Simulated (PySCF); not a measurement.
## Excitation energy of Fe by level of theory

Fe [Ar] 3d6 4s2 (5D) → Fe [Ar] 3d7 4s1, s spin flipped, as a difference of total energies. Calculation: PySCF 2.14, in aug-cc-pVDZ-DK (7s6p4d2f, 59 functions); the spin-free X2C one-electron Hamiltonian (Gaussian nucleus). Correlated levels: valence: [Ar] frozen. The calculations carry no spin-orbit coupling.

```tsv
method	excitation energy (eV)
UHF	2.555
MP2 (valence)	1.417
SCS-MP2 (valence)	1.370
```

Question: How much does correlation contribute at MP2 (valence)?

Answer: 1.417 − (2.555) = -1.138 eV, measured against UHF.

The upper determinant mixes two multiplicities, so it lies between the two terms.

The coupled-cluster amplitudes are large for the upper state (T1 above 0.03 or a double amplitude above 0.15), so a single reference is strained.
